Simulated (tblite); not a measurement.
ClMg, doublet, geometry from GFN2-xTB (such geometries of metal compounds can be far from the true shape) (the spin is typed, not shown lowest); GFN1-xTB (tblite).

Input for tblite:
```
$ tblite run mol.xyz --method gfn1 --charge 0 --spin 1 --guess eeq --json tblite.json --no-restart

# file mol.xyz
2

Mg    -0.00000000    -0.00000000    -1.26784659
Cl     0.00000000     0.00000000     0.89495053
```

The log (banner, timings and long lists left out):

```
xTB calculator
 | screened Coulomb repulsion
 | Coulomb electrostatics
 |  * isotropic Klopman-Ohno-Mataga-Nishimoto electrostatics
 |  * onsite third-order electrostatics
 | DFT-D3(BJ) dispersion correction

halogen bonding energy    0.0000000000000E+00 Eh
repulsion energy          7.1221864418770E-03 Eh
dispersion energy        -4.4585846855293E-04 Eh
number of electrons       9.0000000000000E+00 e
integral cutoff           4.0000000000000E+01 bohr

------------------------------------------------------------
  cycle        total energy    energy error   density error
------------------------------------------------------------
      1     -4.906909954615  -4.9135863E+00   3.8584368E-01
      2     -4.980311698062  -7.3401743E-02   2.2390876E-01
      3     -4.982566678922  -2.2549809E-03   1.3276992E-01
      4     -4.982689624511  -1.2294559E-04   2.0488129E-02
      5     -4.982829221799  -1.3959729E-04   7.2589463E-04
      6     -4.982829135652   8.6146232E-08   8.7990727E-04
      7     -4.982829372802  -2.3715010E-07   1.9247427E-05
------------------------------------------------------------

electronic energy        -4.9895057007758E+00 Eh
total energy             -4.9828293728024E+00 Eh

Post processing:
 | Mayer-Wiberg bond orders

[Info] JSON dump of results written to 'tblite.json'
```
